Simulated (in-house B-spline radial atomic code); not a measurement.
Configurations of the bromine ion Br²⁺, with energies counted from [Ar] 3d10 4s2 4p3. Computed with an all-electron radial atomic-structure program (B-spline basis): non-relativistic RPBE, spin-polarised, spherical fractional occupations, point nucleus. Shells without spins written out take the highest spin.

Occupations are held fixed; configurations that lie above the ionisation limit could autoionise.

```tsv
configuration	E - E(ref) (eV)	highest orbital	its <r> (bohr)
[Ar] 3d10 4s1 4p4	12.747	4p down	1.879
[Ar] 3d10 4s1 4p3 5f1	38.815	5f up	9.018
[Ne] 3s2 3p5 3d10 4s2 4p4	174.16	4p down	1.789
[Ne] 3s2 3p5 3d10 4s2 4p3 4d1	189.75	4d up	2.503
[Ne] 3s2 3p(3 up, 2 down) 3d10 4s2 4p(3 up, 0 down) 5s(0 up, 1 down)	191.92	5s down	3.784
[Ne] 3s2 3p(3 up, 2 down) 3d10 4s2 4p(1 up, 2 down) 5p(0 up, 1 down)	197.52	5p down	4.299
[Ne] 3s2 3p(3 up, 2 down) 3d10 4s2 4p(0 up, 3 down) 5d(0 up, 1 down)	199.61	5d down	5.754
```

Question: Order these further configurations by energy, lowest first.
A. [Ar] 3d9 4s2 4p4
B. [Ar] 3d10 4s2 4p2 5p1
C. [Ar] 3d10 4s2 4p2 4f1
D. [Ar] 3d10 4s2 4p(1 up, 1 down) 5d(0 up, 1 down)
E. [Ar] 3d10 4s2 4p(1 up, 2 down)

Answer: E (2.2464 eV), B (21.355 eV), C (26.705 eV), D (27.196 eV), A (70.575 eV).

Question: How far above the reference does [Ne] 3s2 3p5 3d10 4s2 4p3 5s1 lie?

Answer: 191.32 eV; its least bound orbital is 5s up with <r> = 3.673 bohr.

Question: How far above the reference does [Ar] 3d9 4s2 4p3 5f1 lie?

Answer: 99.389 eV; its least bound orbital is 5f up with <r> = 8.98 bohr.

Question: How far above the reference does [Ar] 3d9 4s2 4p3 5s1 lie?

Answer: 87.69 eV; its least bound orbital is 5s up with <r> = 3.674 bohr.
